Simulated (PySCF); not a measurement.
How exact exchange moves a shielding

Molecule: `Cl[SiH2][SiH2]CC#N`, C2H6ClNSi2.

Cartesian coordinates in Å; atom numbers follow the order of the lines, from 1:
```xyz
12

N    -0.0674    2.3916   -1.0668
C     0.2004    1.2973   -0.7961
C     0.6144   -0.0471   -0.4525
Si    2.3782   -0.0626    0.2980
Si    3.8381    1.1896   -1.0411
Cl    5.7537    0.7522   -0.3626
H     0.6082   -0.6749   -1.3585
H    -0.0970   -0.4921    0.2617
H     2.3276    0.5157    1.6731
H     2.8294   -1.4842    0.3709
H     3.6009    2.6537   -0.9111
H     3.7374    0.7875   -2.4743
```

GIAO shieldings (ppm, equivalent atoms averaged) in PySCF on the PBE0-D3(BJ)/def2-SVP geometry, basis pcSseg-1, gas phase, non-relativistic:

```tsv
functional	exact exchange (%)	σ(C3)	σ(Si5)	σ(Si4)	σ(Cl6)
BLYP	0	178.5	343.7	386.7	1026.2
BP86	0	182.8	353.1	398.0	1035.6
PBE	0	183.2	355.0	400.0	1037.2
B3LYP	20	183.2	358.3	399.0	1042.0
PBE0	25	188.4	372.8	414.4	1055.0
mPW1PW91	25	187.4	370.7	412.0	1053.0
HF	100	197.4	418.3	448.0	1085.5
```

**Question.** Fit each shielding as a line in the percentage of exact exchange.

**Answer.** σ(C3) = 181.9 + 0.16 x (rms 1.9 ppm); σ(Si5) = 350.9 + 0.68 x (rms 4.5 ppm); σ(Si4) = 395.3 + 0.54 x (rms 5.3 ppm); σ(Cl6) = 1035.0 + 0.53 x (rms 4.9 ppm). The functionals also differ in their semilocal parts, which the line can't hold; Hartree–Fock has no correlation at all.

**Question.** What does the line predict for BHandHLYP (50 %), and what does the run give?

**Answer.** σ(C3): 189.9 predicted, 189.0 computed; σ(Si5): 384.9 predicted, 380.1 computed; σ(Si4): 422.3 predicted, 416.7 computed; σ(Cl6): 1061.5 predicted, 1060.8 computed ppm.
